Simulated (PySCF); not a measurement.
The vertical singlet excitations below were computed for one of the candidates. The calculation used PySCF 2.14.0, density-fitted response routines, TDDFT CAM-B3LYP/def2-SVPD, vertical, gas phase, core orbitals frozen in the response. Geometries: GFN2-xTB, one conformer each.

| state | E (eV) | f | main configurations (H = HOMO, L = LUMO) |
| --- | --- | --- | --- |
| S1 | 6.75 | 0.127 | H→L (79%), H→L+1 (9%) |
| S2 | 7.06 | 0.103 | H→L+1 (57%), H→L (9%), H→L+2 (9%) |
| S3 | 7.15 | 0.0056 | H-1→L (83%) |
| S4 | 7.44 | 0.025 | H-2→L (49%), H-1→L+1 (10%) |
| S5 | 7.53 | 0.015 | H→L+2 (33%), H-1→L+1 (30%), H→L+3 (18%) |
| S6 | 7.66 | 0.030 | H-2→L+1 (38%), H-2→L (20%), H-1→L+1 (13%) |
| S7 | 7.70 | 0.049 | H-2→L+1 (22%), H-2→L+2 (19%), H-1→L+1 (10%) |
| S8 | 7.73 | 0.051 | H→L+4 (30%), H→L+3 (18%), H-1→L+1 (14%) |

Triplets computed (Tamm–Dancoff): 5.84, 6.36, 6.45 eV.

Task: Which structure fits? All have the formula CH11FSi4.
A. `F[Si@@H]([SiH3])[SiH2]C[SiH3]`
B. `F[SiH2]C[SiH]([SiH3])[SiH3]`
C. `[SiH3]C[Si@H]([SiH2]F)[SiH3]`

Result: B. Its S1, at 6.75 eV, is the highest among the candidates; the nearest of the others has S1 at 5.92 eV. S1 is HOMO→LUMO (79%), HOMO→LUMO+1 (9%). Löwdin shares by element: HOMO silicon 73% or more, carbon 5% (atoms not listed hold the other 22%); LUMO silicon 62% or more, hydrogen 9% or more (atoms not listed hold the other 29%). At the same level the other candidates give, for their lowest levels:
- `F[SiH2][Si@H]([SiH3])C[SiH3]`: 5.92 eV (f 0.078); 6.59 eV (f 0.012); 6.75 eV (f 0.077); 7.07 eV (f 0.013); 7.21 eV (f 0.049); T1 5.17 eV; HOMO -9.33, LUMO -0.20 eV
- `F[Si@@H]([SiH3])[SiH2]C[SiH3]`: 5.72 eV (f 0.022); 6.42 eV (f 0.020); 6.73 eV (f 0.200); 7.24 eV (f 0.029); 7.51 eV (f 0.031); T1 5.06 eV; HOMO -9.38, LUMO -0.21 eV

Shape of the structure used: `[F:1][SiH2:2][CH2:3][SiH:4]([SiH3:5])[SiH3:6]`: F1–Si2–C3–Si4 54°, Si2–C3–Si4–Si5 65°.
